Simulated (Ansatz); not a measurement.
Basis-set extrapolation for C$_{10}$H$_{14}$O$_{4}$, SMILES `C=C(C)C(=O)OC1(C)CCOC(=O)C1` (PBE0-D4/def2-TZVP geometry, frozen core, Ansatz). Multiplicity 1, RHF reference.

```
                      def2-TZVPP   def2-QZVPP
                 HF  -686.563189  -686.593137
    MP2 correlation    -2.565464    -2.743542
CCSD(T) correlation    -2.747165      not run
```

Energies in hartree. Use E(X) = E(∞) + A·exp(−7.88·√X) for Hartree–Fock and E(X) = E(∞) + B·X^(−2.97) for correlation, with X = 3 and 4, and add CCSD(T) minus MP2 of the smaller set to the MP2 limit.

Task: What is the CCSD(T) energy at the basis-set limit?

Result: HF limit: -686.593137 + (-0.029948) × 0.13774 = -686.59726. MP2 limit: -2.743542 + (-0.178078) × 0.74074 = -2.87545. Higher-order term: -2.747165 − (-2.565464) = -0.18170. Total: -689.65441 hartree, 215.9 kcal/mol below CCSD(T)/def2-TZVPP.
